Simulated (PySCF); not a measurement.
SMILES C=Cc1cccc(CC)c1, GFN2-xTB optimised geometry.

```
22

C     -2.67    -1.92     0.00
C     -1.36    -1.73     0.00
C     -0.66    -0.45     0.00
C     -1.32     0.78     0.00
C     -0.60     1.96     0.00
C      0.79     1.94     0.00
C      1.47     0.73     0.00
C      2.97     0.70    -0.05
C      3.46     0.69    -1.50
C      0.74    -0.45     0.00
H     -3.38    -1.11     0.01
H     -3.09    -2.91     0.00
H     -0.70    -2.59     0.00
H     -2.39     0.82     0.00
H     -1.12     2.91     0.00
H      1.34     2.87     0.00
H      3.34    -0.20     0.46
H      3.38     1.57     0.46
H      3.11     1.57    -2.02
H      3.08    -0.19    -2.02
H      4.55     0.67    -1.53
H      1.26    -1.39     0.00
```

Density from PBE0/def2-SVP (PySCF) at that geometry.

Minimum of the electron density along straight lines between bonded atoms, close to the bond critical point (lines longer than 1.1 times the sum of covalent radii, or with two minima, are not listed):

```csv
bond,length / Å,ρ at the minimum / e bohr⁻³,∇²ρ there / e bohr⁻⁵,position (fraction from the first atom)
C1–C2,1.328,0.342,-0.92,0.50
C2–C3,1.458,0.275,(withheld),0.50
C3–C4,1.395,0.306,-0.77,0.50
C4–C5,1.381,0.314,-0.80,0.50
C5–C6,1.384,0.312,-0.80,0.50
C6–C7,1.389,0.310,-0.79,0.50
C7–C8,1.503,0.256,-0.60,0.51
C8–C9,1.530,(withheld),(withheld),0.50
C3–C10,1.395,0.307,-0.78,0.50
C7–C10,1.386,0.312,-0.80,0.50
C1–H11,1.076,0.283,-1.08,0.63
C1–H12,1.077,0.283,-1.08,0.63
C2–H13,1.084,0.282,-1.06,0.63
C4–H14,1.079,0.284,-1.08,0.63
C5–H15,1.081,0.283,-1.07,0.63
C6–H16,1.081,0.282,-1.06,0.63
C8–H17,1.092,0.276,-1.00,0.62
C8–H18,1.092,0.276,-1.00,0.62
C9–H19,1.088,0.277,-1.01,0.62
C9–H20,1.088,0.277,-1.01,0.62
C9–H21,1.088,0.276,-1.01,0.62
C10–H22,1.082,0.282,-1.05,0.63
```

**Question.** Some entries are withheld; supply them.

**Answer.** 
- C2–C3, ∇²ρ there / e bohr⁻⁵: -0.68
- C8–C9, ρ at the minimum / e bohr⁻³: 0.239
- C8–C9, ∇²ρ there / e bohr⁻⁵: -0.54
